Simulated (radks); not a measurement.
Sb III, 49 electrons, occupied as [Kr] 4d10 5p(up 1, down 1) 5s(up 0.5, down 0.5) (fractional occupations, a model configuration). All-electron calculation, scalar-relativistic Kohn-Sham, PBE, spin-polarised, spherical densities, finite nucleus; Fermi nuclear charge, rms radius 4.6802 fm. Program: a radial shooting solver on a logarithmic mesh with Libxc functionals. Some entries of the table are withheld. Estimate them.

orbital  occ.  eigenvalue (eV)  <r> (bohr)
1s          2        -30323.89     0.02842
2s          2              (1)      0.1226
2p          6        -4160.042      0.1071
3s          2        -924.0821         (2)
3p          6        -770.4003      0.3287
3d         10        -535.8670      0.3054
4s          2        -168.7237      0.7906
4p          6        -121.6664      0.8516
4d         10              (3)       1.022
5s          1         -30.2419       2.074
5p          2         -20.7697         (4)

Answer. 
(1) 2s eigenvalue (eV): -4631.427
(2) 3s <r> (bohr): 0.3305
(3) 4d eigenvalue (eV): -53.2392
(4) 5p <r> (bohr): 2.471
